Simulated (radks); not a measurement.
Polarisability of the chromium ion Cr+, [Ar] 3d5, at imaginary frequency. Method: scalar-relativistic Kohn-Sham, PBE, spin-polarised, spherical densities, finite nucleus; open shells are filled with parallel spins first; Fermi nuclear charge, rms radius 3.6452 fm; computed with a radial shooting solver on a logarithmic mesh with Libxc functionals. Response by self-consistent Sternheimer equations with the Hartree and adiabatic LDA kernel, the relativistic mass of each level held fixed and spin-orbit coupling left out.

| w (hartree) | alpha1(iw) (bohr^3) |
|---|---|
| 0.00266 | 15.19 |
| 0.0143 | 15.13 |
| 0.0360 | 14.80 |
| 0.0697 | 13.86 |
| 0.118 | 12.12 |
| 0.186 | 9.875 |
| 0.280 | 7.698 |
| 0.413 | 5.864 |
| 0.605 | 4.357 |
| 0.892 | 3.104 |
| 1.35 | 2.065 |
| 2.12 | 1.223 |
| 3.59 | 0.5963 |
| 6.94 | 0.2130 |
| 17.5 | 0.04479 |

Static values: alpha1 = 15.19 bohr^3 (2.251 angstrom^3; uncoupled 18.59). C6 = 57.38, triple-dipole C9 = 549.5 atomic units. One-pole (London) frequency 4 C6 / (3 alpha1^2) = 0.332 hartree, against 0.402 for minus the highest occupied eigenvalue.
